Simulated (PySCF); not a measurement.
One ligand Y is varied and pulled off as a radical: Cd(CH3)1–Y. Gas-phase values, no solvent. One relaxed conformer stands for each flexible species; it need not be the lowest. Multiplicities are imposed; where one is given, others were not computed. Strings in code marks are SMILES.

The charge on the central atom (Mulliken) from two functionals at the same geometries (r2SCAN-D4/def2-SVP), both in PySCF: PBE-D3(BJ)/def2-TZVP and B3LYP-D3(BJ)/def2-TZVP. B3LYP has the VWN-RPA correlation part, as in Gaussian. 

| species | PBE-D3(BJ)/def2-TZVP (e) | B3LYP-D3(BJ)/def2-TZVP (e) |
|---|---|---|
| Y = F ([Cd(CH3)(F)]) | 0.72 | 0.80 |
| Y = Br ([Cd(CH3)(Br)]) | 0.59 | 0.65 |
| Y = OH ([Cd(CH3)(OH)]) | 0.66 | 0.74 |
| Y = NH2 | 0.62 | 0.70 |

Over these rows, drawn at random from the members with no instability flagged (it was tested for open shells, ions and some series alone), PBE minus B3LYP-D3(BJ): mean -0.08 e, from -0.09 e to -0.06 e.
